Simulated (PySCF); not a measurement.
## TDDFT excited states: H6N2OSi2

H₆N₂OSi₂.
Structure used (GFN2-xTB), in Å, numbered top down from 1:
```xyz
11
H6N2OSi2 angstrom
O      2.3312   -0.3586    0.3797
Si     1.0061    0.1273   -0.4120
N     -0.1544    1.0587    0.4936
Si    -1.5169    0.0305    0.1633
N     -0.3063   -1.0127   -0.5224
H      2.2345   -0.7709    1.2348
H      1.5414    0.6879   -1.6354
H     -0.1225    2.0138    0.7964
H     -2.4743    0.5695   -0.7997
H     -2.1275   -0.5143    1.3721
H     -0.4059   -1.8285   -1.0963
```

The calculation used TDDFT CAM-B3LYP/def2-SVPD, vertical, gas phase, core orbitals frozen in the response (PySCF).

Q: List the vertical singlet excitations with oscillator strengths and describe the spectrum.

A: 

| state | E (eV) | E (hartree) | f | symmetry | main configurations (H = HOMO, L = LUMO) |
| --- | --- | --- | --- | --- | --- |
| S1 | 5.99 | 0.2200 | 0.027 | A′ | H→L (96%) |
| S2 | 6.38 | 0.2346 | 0.0007 | – | H-1→L (70%), H→L+1 (23%) |
| S3 | 6.73 | 0.2473 | 0.0010 | – | H→L+1 (57%), H-1→L (24%) |
| S4 | 7.28 | 0.2676 | 0.0008 | – | H→L+2 (71%), H→L+3 (11%), H→L+1 (11%) |
| S5 | 7.29 | 0.2680 | 0.0056 | A′ | H-1→L+1 (68%), H-1→L+3 (9%), H-1→L+2 (8%) |
| S6 | 7.57 | 0.2782 | 0.0006 | – | H→L+3 (47%), H→L+4 (27%), H→L+2 (15%) |
| S7 | 7.78 | 0.2859 | 0.033 | A′ | H→L+5 (62%), H-1→L+2 (28%) |
| S8 | 7.84 | 0.2880 | 0.0018 | – | H→L+4 (53%), H→L+3 (29%) |

Triplets, Tamm–Dancoff:

```tsv
state	E (eV)	λ (nm)	main configurations (H = HOMO, L = LUMO)
T1	5.71	217.0	H→L (93%)
T2	6.09	203.7	H-1→L (72%), H→L+1 (16%)
T3	6.57	188.7	H→L+1 (63%), H-1→L (18%)
```

The lowest singlet lies at 5.99 eV (207 nm, ultraviolet) and is weak; its leading configuration is HOMO→LUMO (96%). The strongest level in the table is S7 at 7.78 eV (159 nm, f = 0.033). S4/S5 lie within about 0.01 eV of each other. Löwdin shares by element: HOMO nitrogen 79%, silicon 12%; LUMO silicon 30% or more, hydrogen 23% or more, nitrogen 9% or more (atoms not listed hold the other 38%). Orbital energies (eV): HOMO-3 -10.82, HOMO-2 -10.62, HOMO-1 -9.08, HOMO -8.51, LUMO 0.86, LUMO+1 1.07, LUMO+2 1.61. Weighted by f, the mean energy of these states is 7.03 eV. The listed states span 1.85 eV, and the widest gap between neighbours is 0.55 eV (S3 to S4). Symmetry labels in Cs follow from the direction of the transition dipole and are given only for states with f of 0.002 or more. Singlets were solved by full linear response, triplets in the Tamm–Dancoff approximation.

One conformer stands for the species.
